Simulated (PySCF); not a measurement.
Lowest empty level (eV) of eight silicon and germanium compounds: PBE beside ωB97X, computed with PySCF for isolated molecules in the bases named; differences from unrounded values. The eight are the first of their class met in an unordered collection, after screening for sound electronic states; none was chosen by its value. Each molecule has one DFT geometry for both levels.

```json
[
 {"molecule": "bis(fluoromethyl)-hydroxysilane (C2H6F2OSi), SMILES FC[SiH](CF)O", "basis": "def2-TZVP", "ωB97X": "2.39", "PBE": "-0.70", "difference": "-3.09"},
 {"molecule": "CH₆ClFSi₂, SMILES [SiH3]C[Si@@H](Cl)F", "basis": "def2-TZVP", "ωB97X": "2.37", "PBE": "-0.47", "difference": "-2.84"},
 {"molecule": "Si(Me)(SH)3 (CH6S3Si), SMILES [Si](S)(C)(S)S", "basis": "def2-TZVP", "ωB97X": "1.92", "PBE": "-1.06", "difference": "-2.98"},
 {"molecule": "C3H8Si2, SMILES C#C[Si@H]([SiH3])C", "basis": "def2-TZVP", "ωB97X": "1.73", "PBE": "-1.21", "difference": "-2.93"},
 {"molecule": "C2H5NO2Si, SMILES [SiH3]O/C=N/C=O", "basis": "def2-TZVP", "ωB97X": "0.61", "PBE": "-2.71", "difference": "-3.32"},
 {"molecule": "C3H10OSi2, SMILES C=C[SiH2]CO[SiH3]", "basis": "def2-TZVP", "ωB97X": "1.67", "PBE": "-1.49", "difference": "-3.17"},
 {"molecule": "CH₁₁NSi₄, SMILES [SiH3]/N=C\\[SiH]([SiH3])[SiH3]", "basis": "def2-TZVP", "ωB97X": "0.41", "PBE": "-2.70", "difference": "-3.11"},
 {"molecule": "C2H4O3Si, SMILES O[Si](O)(C#C)O", "basis": "def2-TZVP", "ωB97X": "1.89", "PBE": "-1.21", "difference": "-3.10"}
]
```

PBE lies below ωB97X in 8 and above it in 0 of the eight; the mean signed difference is -3.07 and the largest -3.32 eV.
